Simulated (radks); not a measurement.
Values are calculated unless marked as measured or tabulated.
Charge is removed step by step from the 4p3/2 level of neutral selenium, starting from [Ar] 3d10 4s2 4p(1/2: 2, 3/2: 2). Code: a radial shooting solver on a logarithmic mesh with Libxc functionals. Model: Dirac Kohn-Sham, LDA (Slater exchange, Perdew-Wang correlation), spin-unpolarised, spherical densities, point nucleus.

removed (e)  E - E(0) (eV)  eigenvalue (eV)  E minus straight line (eV)
0                    0.000           -6.486                       0.000
0.125                0.875           -7.517                      -0.476
0.25                 1.880           -8.573                      -0.822
0.375                3.019           -9.652                      -1.035
0.5                  4.294          -10.754                      -1.111
0.625                5.708          -11.876                      -1.048
0.75                 7.264          -13.019                      -0.844
0.875                8.964          -14.182                      -0.495
1                   10.810          -15.364                       0.000

Removing the whole electron costs 10.810 eV by Delta-SCF, against 6.486 eV from minus the eigenvalue at the starting occupation. Slater's transition state (half an electron removed) gives 10.754 eV. Integrating minus the eigenvalue over the occupation (Janak's theorem) gives 10.810 eV. The mean slope of the eigenvalue, de/dn, is 8.88 eV per electron. Ionisation energy of Se in the NIST Atomic Spectra Database: 9.752 eV (measured).

Beside tabulated values, note that spin-unpolarised runs miss the spin-polarisation part of the exchange energy of open shells.
